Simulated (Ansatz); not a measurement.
```yaml
crystal:
  periodic: [false, false, false]
  atoms:
    - {symbol: N, position_ang: [-0.688296, 2.282539, -2.179076]}
    - {symbol: Al, position_ang: [-0.356098, 0.102456, 0.317781]}
    - {symbol: N, position_ang: [2.078811, -2.185993, 0.311118]}
    - {symbol: O, position_ang: [-2.485942, 0.321537, 2.707395]}
    - {symbol: H, position_ang: [0.417174, 2.388282, -3.720250]}
    - {symbol: H, position_ang: [-2.046254, 3.611569, -2.241528]}
    - {symbol: H, position_ang: [3.381188, -2.382572, -1.060327]}
    - {symbol: H, position_ang: [2.368209, -3.481549, 1.671366]}
    - {symbol: H, position_ang: [-2.501551, -0.743574, 4.161209]}
basis:
  gaussian: {orbitals: def2-TZVP}
hamiltonian: {xc: {name: r2SCAN50}, dispersion: d4}
scf: {lower_state_search: off}
output: {forces: true}
```

```sh
$ ansatz run in.yaml --threads 2 --pin off --events-out ev --progress --plain --max-ram 32768MiB --backend cpu
```

Shortened log:

```
Functional definition: r2SCAN50
1027 factors; their error is unknown
mean field evaluation 1: about -11652.7602 eV, gradient 7.8e1 eV
mean field evaluation 2: about -11405.0745 eV, gradient 1.8e2 eV
mean field evaluation 4: about -11649.3419 eV, gradient 7.1e1 eV
mean field evaluation 8: about -11668.8994 eV, gradient 1.0e0 eV
mean field evaluation 16: about -11669.0400 eV, gradient 3.7e-2 eV
mean field -11669.04000347 eV, -428.8293105683 hartree, gradient 3.3e-6 eV, S^2 0.000000; 0 other end points of the search recorded, 0 dependent functions left out
reference -11669.04001481 eV, -428.8293109847 hartree; 20, 20 occupied and 140, 140 virtual orbitals, 1027 factors
Total energy: -11669.08513071 eV, -428.8309689636 hartree
Atom 0 at    -0.688296     2.282539    -2.179076 Å, force    -0.232214     2.753628    -2.683357 eV/Å
Atom 1 at    -0.356098     0.102456     0.317781 Å, force    -0.466130     0.008409     0.558409 eV/Å
Atom 2 at     2.078811    -2.185993     0.311118 Å, force     2.659300    -2.839787    -0.181460 eV/Å
Atom 3 at    -2.485942     0.321537     2.707395 Å, force     0.654490    -2.919889     3.100620 eV/Å
Atom 4 at     0.417174     2.388282    -3.720250 Å, force    -2.823831    -0.051874     3.389264 eV/Å
Atom 5 at    -2.046254     3.611569    -2.241528 Å, force     3.188691    -3.050478    -0.223179 eV/Å
Atom 6 at     3.381188    -2.382572    -1.060327 Å, force    -2.805147     0.253056     3.389725 eV/Å
Atom 7 at     2.368209    -3.481549     1.671366 Å, force    -0.326923     2.955731    -3.266435 eV/Å
Atom 8 at    -2.501551    -0.743574     4.161209 Å, force     0.151764     2.891204    -4.083589 eV/Å
Dipole moment:     0.720504    -0.156552    -0.689286 e Å
Checks for a lower state left out: stability, starts, cluster_reference, orbital_swaps, neighbouring_geometries, increment
```

In this input the coordinates are in bohr but typed as ångström. The calculation finished and met its thresholds. The result belongs to that input, not to the molecule as meant.
